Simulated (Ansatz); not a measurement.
VF3⁺. Charge 1, multiplicity 4. Geometry r2SCAN-D4/def2-TZVP, that of the neutral triplet; atoms count from 1.

```xyz
4

V    -0.0044    0.0595    0.0320
F    -1.2857   -1.1270   -0.0681
F     1.4120   -0.5178   -0.8166
F    -0.1219    1.5852    0.8527
```

At PBE0-D4/def2-TZVP a doublet of charge 1 lies 3.61 eV below the quartet at the same geometry.

(1) Estimate the Mulliken populations from the PBE0/def2-TZVP orbitals of Ansatz.

(2) Where does the spin sit?

(3) And the Mayer bond orders between bonded heavy atoms (over 0.3)?

Results:

(1) 
```tsv
atom	charge (e)	spin (α − β)	d electrons
V1	1.65	1.83	3.10
F2	-0.19	0.44	–
F3	-0.19	0.44	–
F4	-0.27	0.29	–
```
Mulliken values and Mayer orders depend strongly on the basis.

(2) Summed by element: V 1.83, F 1.17, of 3 unpaired in all. Largest on single atoms: V1 1.83, F3 0.44, F2 0.44.

(3) V1–F2 0.72 (1.75 Å); V1–F3 0.72 (1.75 Å); V1–F4 0.83 (1.74 Å).
